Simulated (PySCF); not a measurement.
F5Te, SMILES F[Te](F)(F)(F)F, multiplicity 2.

Coordinates come from a B3LYP-D3(BJ)/def2-SVP optimisation. The isomer is the one that the SMILES or the coordinates give; other isomers of the formula were not compared. The def2 effective core potentials stand for the cores of Te; spin–orbit coupling is left out.

Calculation: PBE/def2-TZVP (PySCF).

The molecule is in vacuum.

**Question.** Estimate the frontier levels, dipole moment and polarisability. (Estimate from the structure and the level; the computed values follow.)

**Answer.** 
```
Quantity                                                                                                         Value
---------------------------------------------------------------------------------------------  -----------------------
α spin, highest occupied and lowest empty level                                                     -8.47 and -3.53 eV
β spin, highest occupied and lowest empty level                                                    -10.04 and -7.63 eV
dipole moment                                                                                                   1.63 D
quadrupole, principal values (traceless, Buckingham form, about the centre of nuclear charge)   -3.04, -3.04, 6.08 D·Å
mean static polarisability                                                                        42.7 bohr³ (6.33 Å³)
polarisability, principal values                                                                33.6, 47.3, 47.3 bohr³
⟨S²⟩                                                                                           0.752 (pure state 0.75)
```
